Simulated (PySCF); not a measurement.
## Excitation energy of Hf²⁺ by level of theory

Hf²⁺ [Xe] 4f14 5d2 (3F) → Hf²⁺ [Xe] 4f14 5d1 6p1 (high-spin determinant), as a difference of total energies. Computed with PySCF 2.14 in def2-QZVPPD with the def2 core potential (60 electrons), with a scalar-relativistic core potential. Correlated levels: valence: 5s2 5p6 frozen. The calculations carry no spin-orbit coupling.

| method | excitation energy (eV) |
| --- | --- |
| UHF | 5.721 |
| MP2 (valence) | 5.729 |
| SCS-MP2 (valence) | 5.724 |
| CCSD (valence) | 5.696 |

With two correlated electrons CCSD is exact in that space.

The coupled-cluster amplitudes are large for the upper state (T1 above 0.03 or a double amplitude above 0.15), so a single reference is strained.

The determinant of the upper state mixes LS terms, which raises its energy above the lowest term, most at the Hartree-Fock and MP2 levels.
